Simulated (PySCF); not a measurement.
C₃H₄O₂Si, SMILES C=C1OC(=O)[SiH2]1. Atoms are numbered in the order given.

```xyz
10

C      0.6056    -2.3212     0.0000
C      0.2101    -1.0526     0.0000
O      1.1105     0.0197     0.0000
C      0.2953     1.1445     0.0000
O      0.7085     2.2538     0.0000
Si    -1.3167     0.0520     0.0000
H      1.6668    -2.5842     0.0000
H     -0.1324    -3.1243     0.0000
H     -2.1592     0.0844     1.2271
H     -2.1592     0.0844    -1.2271
```
Charge 0, spin multiplicity 1.

Geometry optimised at PBE0-D3(BJ)/def2-SVP. The structure was generated by enumeration, and PubChem lists no compound with its InChIKey, so it may never have been made.

These are SMD-PBE0/def2-SVP (PySCF) values and carry that method's errors.

Solvation free energies are E(SMD) − E(gas) at the gas-phase geometry, for 1 M in both phases. In vacuum the dipole moment is 3.74 D.

Computed solvation free energies in water, methanol, 2-propanol:
```csv
solvent,ΔG(solv) (kcal/mol),its non-electrostatic (CDS) part,dipole (D)
water,-1.6,5.6,5.09
methanol,-2.6,4.4,5.05
2-propanol,-3.1,3.0,4.88
```
